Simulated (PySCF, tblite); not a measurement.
C₃H₆Cl₄Si.
Cartesian coordinates in Å at the GFN2-xTB level; atoms count from 1:
```xyz
14
C3H6Cl4Si angstrom
C      0.2466   -1.4883   -0.2366
C     -0.0579   -0.1371    0.4164
C     -1.4649    0.3256    0.0569
Cl    -2.6932   -0.7883    0.7248
Si     1.2450    1.1949   -0.0605
Cl     1.2043    1.4927   -2.0577
Cl     3.0796    0.5686    0.4955
Cl     0.8127    2.9353    0.8748
H     -0.4973   -2.2213    0.0663
H      1.2268   -1.8493    0.0634
H      0.2256   -1.4053   -1.3210
H     -0.0260   -0.2761    1.5026
H     -1.6891    1.3063    0.4752
H     -1.6129    0.3417   -1.0225
```

Method used: CAM-B3LYP/def2-SVPD in PySCF (dipole) on a GFN2-xTB geometry, gas phase.

Masses are those of the commonest isotopes; rigid-rotor values at the optimised geometry. The values belong to one conformer with, in the numbering `[CH3:1][C@H:2]([CH2:3][Cl:4])[Si:5]([Cl:6])([Cl:7])[Cl:8]`, C1–C2–C3–Cl4 64°.

Task: Give the principal moments of inertia and the rotational constants in MHz.

Result: Ia = 445.86, Ib = 1015.39, Ic = 1072.41 u·Å²; 505379 MHz·u·Å²/I gives A = 1134, B = 497.7, C = 471.3 MHz.

Task: Classify the top.

Result: A near-prolate asymmetric top; Ray's κ = -0.920.

Task: What does the inertial defect say?

Result: Not planar: Δ = Ic − Ia − Ib = -388.84 u·Å². For a rigid frame Δ = −2 Σ m c², so Σ m c² = 194.42 u·Å² lies off the ab plane: 5.77 from hydrogen and 188.65 from heavier atoms. The atom farthest from that plane is 1.93 Å away.

Task: Predict some low-J microwave lines.

Result: The dipole components are |μa| = 0.41 D, |μb| = 0.45 D, |μc| = 0.12 D. Intensities carry the squares of the components, which stand as 0.84 : 1.00 : 0.07 (a : b : c). Some lines, for components of 0.1 D or more:

```
type  branch         J(Ka,Kc)   MHz  lower level (cm⁻¹)
   b       Q  1(1,0) ← 1(0,1)   662               0.032
   a       R  1(0,1) ← 0(0,0)   969               0.000
   b       R  1(1,1) ← 0(0,0)  1605               0.000
   c       R  1(1,0) ← 0(0,0)  1631               0.000
   b       Q  2(2,0) ← 2(1,1)  1908               0.120
   a       R  2(0,2) ← 1(0,1)  1937               0.032
   a       R  2(1,1) ← 1(1,0)  1964               0.054
   b       Q  2(2,1) ← 2(1,2)  1987               0.117
   b       R  2(1,2) ← 1(0,1)  2547               0.032
   b       R  2(2,1) ← 1(1,0)  3872               0.054
```

Task: Estimate the classical rotational partition function at 25 K, 200 K and 500 K.

Result: Point group C1, symmetry number σ = 1; q = (√π/σ)·√((kT/h)³/(ABC)), k/h = 20836.6 MHz/K: 40900 at 25 K, 925000 at 200 K, 3660000 at 500 K.

Its GFN2-xTB frequencies are all real (lowest 31 cm⁻¹). These are rigid-rotor constants of the computed structure; measured ground-state constants (B0) also hold zero-point vibration. A rigid rotor knows nothing of internal rotation, which can split or shift real lines. Quadrupole hyperfine structure (35Cl) is left out.
